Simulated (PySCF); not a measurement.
H₂O₄W, multiplicity 1. Atoms are numbered in the order given.

```xyz
7

W      0.0000     0.0000     0.0222
O      0.0000    -1.3553     1.0549
O      0.0000     1.3553     1.0549
O      1.5418     0.0000    -1.0494
H      2.4859     0.0000    -0.8648
O     -1.5418     0.0000    -1.0494
H     -2.4859     0.0000    -0.8648
```
Charge 0, spin multiplicity 1.

Coordinates come from a PBE0-D3(BJ)/def2-SVP optimisation. The geometry has at least one imaginary mode, so it is a saddle point at that level. The spin state was assumed, not searched. The isomer is the one that the SMILES or the coordinates give; other isomers of the formula were not compared. The def2 effective core potentials stand for the cores of W; spin–orbit coupling is left out. The values are those of a single conformer.

Computed with r2SCAN/def2-TZVP (PySCF).

ESP charges are fitted to the potential on shells at 1.4 to 2.0 van der Waals radii. Atomic charges (e):

```tsv
atom	Mulliken	ESP fit
W1	?	1.38
O2	?	-0.50
O3	?	-0.50
O4	?	-0.63
H5	?	0.43
O6	?	-0.63
H7	?	0.43
```

Question: Some entries are withheld; supply them. (Estimate from the structure and the level; the computed values follow.)

Answer: 
- W1, Mulliken: 1.61
- O2, Mulliken: -0.50
- O3, Mulliken: -0.50
- O4, Mulliken: -0.66
- H5, Mulliken: 0.36
- O6, Mulliken: -0.66
- H7, Mulliken: 0.36
